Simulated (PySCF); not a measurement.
**Correlation energy of Ta (tantalum, neutral)**

[Xe] 4f14 5d3 6s1 6p1, one real determinant (an excited configuration). Calculation: PySCF 2.14, in aug-cc-pwCVDZ-PP with ECP60MDF (6s6p5d3f, 70 functions); a scalar-relativistic core potential. Frozen: 5s2 5p6; 5 electrons correlated.

MP2 pair energies summed by pair of shells (mhartree):

```csv
pair,energy,share (%)
5d-5d,-13.20,42.3
5d-6s,-9.61,30.8
5d-6p,-6.69,21.5
6s-6p,-1.68,5.4
```

Total MP2 correlation energy: -31.19 mhartree.

Same-spin part -31.19 and opposite-spin part 0.00 mhartree; SCS-MP2 scales them by 1/3 and 6/5 to -10.40 mhartree.

The reference is one real determinant that mixes LS terms of this configuration.
